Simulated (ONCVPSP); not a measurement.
## fluorine: one change to an ONCV potential, before and after

```
Element                 : fluorine (F)
Generator               : ONCVPSP 4.0.1
Type                    : optimised norm-conserving Vanderbilt (ONCV)
Functional              : PBE
Relativity              : scalar-relativistic
Frozen core             : [He]
Valence charge          : 7
Reference configuration : 2s2 2p5
Partial waves           : 2s: rc 0.70 bohr, ncon 3, nbas 8, qcut 10.2 1/bohr, 2 projectors, debl 2.8 Ha; 2p: rc 1.80 bohr, ncon 4, nbas 9, qcut 6.7 1/bohr, 2 projectors, debl 0.8 Ha; d scattering state at 0.06 Ha: rc 1.80 bohr, ncon 3, nbas 7, qcut 4.6 1/bohr, 2 projectors, debl 0.4 Ha
Local potential         : polynomial inside 0.55 bohr (lpopt 2, dvloc0 0 Ha)
Core correction         : Teter function, fcfact 3.5, rcfact 1.3
```

All-electron outer shells of the reference configuration (PBE, scalar-relativistic, ld1.x):

```csv
shell,level (eV),outermost node (bohr),outermost maximum (bohr)
1s,-663.37,–,0.11
2s,-29.90,0.24,0.76
2p,-11.11,–,0.71
```

Change: all radii but the core radius scaled by about 0.90 (s 0.64, p 1.62, d 1.62 bohr); local potential polynomial inside 0.50 bohr (lpopt 2, dvloc0 0 Ha).

Cutoffs: the cutoffs (Ha) at which the residual kinetic energy of the hardest occupied pseudo-wave falls to 1 and 0.1 mHa per electron; they do not see the model core or the augmentation charge, which bear on the density cutoff. Errors are all-electron minus pseudo energies relative to the spin-unpolarised reference configuration.

Task: Predict the effect on cutoff, ghosts and configuration errors.

Result: The potential gets harder (49 Ha and 237 Ha → 53 Ha and 283 Ha); of the 4 tests that both files solve, the error grows in 0 and shrinks in 4 by more than 15 % and 0.3 meV (median size 603.7 → 458.2 meV); neither file shows a bound ghost. A smaller radius makes the pseudo-wave follow the all-electron one further in, where it bends more sharply, so more plane waves are needed. Less of the atom is replaced, so other configurations are described better.

```tsv
quantity	base	changed
cutoff, loose	49 Ha	53 Ha
cutoff, tight	237 Ha	283 Ha
loose cutoff by channel	s 49 Ha, p 19 Ha	s 53 Ha, p 21 Ha
bound ghosts	none	none
GHOST(+) flags under 300 eV	d at 49.7 eV	d at 47.5 eV
error for 2s2 2p4, meV [ΔE 19.39 eV]	+154	+114
error for 2s2 2p3, meV [ΔE 57.77 eV]	+1053	+803
error for 2s2 2p2, meV [ΔE 118.41 eV]	+3565	+2776
error for 2s1 2p6, meV [ΔE 18.81 eV]	-33	-15
rms error of d²Exc/dni dnj with the model core, mHa	0.90	1.13
```
